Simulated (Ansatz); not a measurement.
`C[CH2][Al]([CH3])[F]` and `[CH3][Al]([F])[CH2]F` differ in one atom or group.

Ansatz, PBE0-D4/def2-TZVP geometries, multiplicity 1. Each molecule was computed in one conformer, which needn't be the lowest.

```tsv
property	`C[CH2][Al]([CH3])[F]`
HOMO energy (PBE0/def2-TZVPP) / eV	-7.52
size of the dipole moment (ωB97M-V/def2-TZVPP) / D	1.80
LUMO energy (B3LYP/def2-TZVPP) / eV	-0.54
LUMO energy (PBE0/def2-TZVPP) / eV	-0.29
HOMO–LUMO gap (ωB97M-V/def2-TZVPP) / eV	10.96
HOMO–LUMO gap (PBE/def2-TZVPP) / eV	5.17
```

Problem. What does the change do to each property? (Estimate.)

Solution. The calculation gave: 
| property | `[CH3][Al]([F])[CH2]F` | shift |
| --- | --- | --- |
| HOMO energy (PBE0/def2-TZVPP) / eV | -7.85 | -0.33 |
| size of the dipole moment (ωB97M-V/def2-TZVPP) / D | 0.37 | -1.43 |
| LUMO energy (B3LYP/def2-TZVPP) / eV | -0.85 | -0.31 |
| LUMO energy (PBE0/def2-TZVPP) / eV | -0.58 | -0.29 |
| HOMO–LUMO gap (ωB97M-V/def2-TZVPP) / eV | 11.07 | 0.11 |
| HOMO–LUMO gap (PBE/def2-TZVPP) / eV | 5.06 | -0.11 |

Dipoles are sizes alone; their direction can turn.

B3LYP here is the variant with VWN-RPA as its local correlation; programs differ in this.
